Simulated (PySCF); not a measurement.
# A search over the determinants of MgI

Unrestricted PBE0; PySCF, scalar-relativistic core potentials, basis sets Mg cc-pVTZ, I cc-pVTZ-PP with ECP28. Outer shells of the fragments: Mg 3s2; I 4d10 5s2 5p5.

Followed along the bond (rough minima from three points):

```tsv
2Ms+1	unpaired	⟨S²⟩ at the start	R at minimum (Å)	Te (eV)
2	σ ↑	0.75	2.60	0.00
4	σ ↑, π ↑↑	3.75	none in the scan	≤ 4.62
```

Solutions found at the starting distance of 2.665 Å, counted from the lowest of them; the search is not exhaustive and high or unbound solutions are not listed, so other states can lie among these:

| 2Ms+1 | unpaired | term | E (eV) | ⟨S²⟩ | ⟨Lz²⟩ | μ (D) |
| --- | --- | --- | --- | --- | --- | --- |
| 2 | σ ↑ | ²Σ⁺ | 0.00 | 0.75 | 0.00 | -3.58 |
| 2 | π ↑ | ²Π | 2.91 | 0.77 | 1.00 | -4.05 |
| 2 | π ↑ | ²Π | 3.26 | 0.75 | 1.01 | 4.06 |
| 4 | σ ↑, π ↑↑ | mixed | 4.79 | 3.75 | 2.01 | 3.42 |
| 4 | σ ↑, π ↑↑ | mixed | 4.94 | 3.75 | 2.01 | 3.59 |
| 4 | σ ↑↑, π ↑ | ⁴Π | 5.75 | 3.75 | 1.00 | 2.74 |

A term symbol is given only where ⟨S²⟩ and ⟨Lz²⟩ are close to those of a pure state; real π, δ and φ orbitals otherwise mix terms. A positive dipole means Mg(−)I(+).

Spin–orbit coupling is left out. Counting both spins, an empty level lies below a filled one in some of these solutions, because spin and occupation are held.
